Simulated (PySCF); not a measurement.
C₆H₇ClF₂O.
Numbering: `[F:1][CH:2]([F:3])[C@@H:4]1[O:5][C@H:6]1/[CH:7]=[CH:8]\[CH2:9][Cl:10]` (hydrogens: H11 on C2; H12 on C4; H13 on C6; H14 on C7; H15 on C8; H16, H17 on C9)

The geometry is computed with GFN2-xTB (gas phase).

Entries marked ? are missing.

| coordinate | value |
| --- | --- |
| F1–C2 | 1.350 Å |
| C2–F3 | ? |
| C2–C4 | 1.513 Å |
| C4–O5 | 1.389 Å |
| O5–C6 | 1.400 Å |
| C6–C7 | ? |
| C7=C8 | 1.328 Å |
| C8–C9 | 1.490 Å |
| C9–Cl10 | 1.803 Å |
| C4–C6 | ? |
| C2–H11 | 1.100 Å |
| C4–H12 | 1.087 Å |
| C6–H13 | 1.087 Å |
| C7–H14 | 1.080 Å |
| C8–H15 | 1.080 Å |
| C9–H16 | 1.088 Å |
| C9–H17 | 1.089 Å |
| F1–C2–F3 | 106.0° |
| F1–C2–C4 | ? |
| F3–C2–C4 | 110.0° |
| C2–C4–O5 | 117.4° |
| C2–C4–C6 | 119.0° |
| O5–C4–C6 | 58.3° |
| C4–O5–C6 | 64.0° |
| O5–C6–C7 | 118.4° |
| C4–C6–O5 | ? |
| C4–C6–C7 | 120.1° |
| C6–C7–C8 | 123.8° |
| C7–C8–C9 | 124.3° |
| C8–C9–Cl10 | ? |

**Question.** Estimate the withheld lengths and angles.

**Answer.** 
- C2–F3 = 1.360 Å, drawn single (CHF2 carbon to fluorine of a CF2 group); 0.03 Å above the sum of covalent radii, 1.33 Å.
- C6–C7 = 1.478 Å, drawn single (sp3 carbon bound to oxygen to alkene CH carbon); 0.01 Å below the sum of covalent radii, 1.49 Å.
- C4–C6 = 1.478 Å, drawn single (both ends sp3 carbon bound to oxygen); 0.04 Å below the sum of covalent radii, 1.52 Å.
- F1–C2–C4 = 111.1°, at the CHF2 carbon; the outer atoms are 2.362 Å apart.
- C4–C6–O5 = 57.7°, at the sp3 carbon bound to oxygen, inside a 3-membered ring; the outer atoms are 1.389 Å apart.
- C8–C9–Cl10 = 109.7°, at the sp3 C–Cl carbon; the outer atoms are 2.699 Å apart.

Radii are Cordero's, carbon taken as 0.76, 0.73 or 0.69 Å for four, three, and two or fewer neighbours.

No frequency check. The numbers are those of one conformer (F1–C2–C4–O5 -110°, O5–C6–C7–C8 180°, C7–C8–C9–Cl10 77°).
